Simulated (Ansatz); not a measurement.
Born–Oppenheimer molecular dynamics of BBrF2H2 (6 atoms, charge 0, multiplicity 1). It starts at the highest image of a converged band, a first-order saddle point between two minima.

The calculation used RHF/def2-SVP in Ansatz 0.2.0.

* ensemble: NVE (velocity Verlet)
* time step: 0.5 fs
* steps asked: 200
* starting velocities drawn for: 100 K
* seed: 7715

First frame:

```xyz
6
Properties=species:S:1:pos:R:3
B 0.013 0.144 0.025
F 0.048 -0.063 1.524
F 1.152 -0.185 -0.502
H -1.045 -0.066 -0.455
Br 0.038 2.419 0.602
H 0.062 1.033 1.663
```

**Question.** How far do the bonds stretch over the last three quarters of this one trajectory? (Pairs bonded in most of those frames.)

**Answer.** 
```json
{"bond": "B1–F3", "mean (Å)": "1.299", "spread (Å)": "0.028", "shortest": "1.25", "longest": "1.34"}
{"bond": "B1–H4", "mean (Å)": "1.189", "spread (Å)": "0.005", "shortest": "1.17", "longest": "1.20"}
{"bond": "B1–Br5", "mean (Å)": "1.929", "spread (Å)": "0.097", "shortest": "1.78", "longest": "2.16"}
{"bond": "F2–H6", "mean (Å)": "0.906", "spread (Å)": "0.020", "shortest": "0.87", "longest": "0.95"}
```

Mean temperature of the second half: 1601 K. The conserved energy stayed within 0.19 meV per atom of its start (net change -0.078 meV per atom), so the integration is sound. The kinetic energy rose, since the run started high on the potential surface and went downhill. It ends in pieces (BBrFH + FH), so much of that is their flight and rotation, not heat. A run of 0.1 ps of so small a system gives no equilibrium averages. The orbitals stay closed-shell, which can raise the energy where a bond breaks towards radicals; this wasn't checked here.

Run time: 4.7 min on 1 thread of Arm Neoverse V1, with other jobs on the host, peak memory 0.15 GiB.
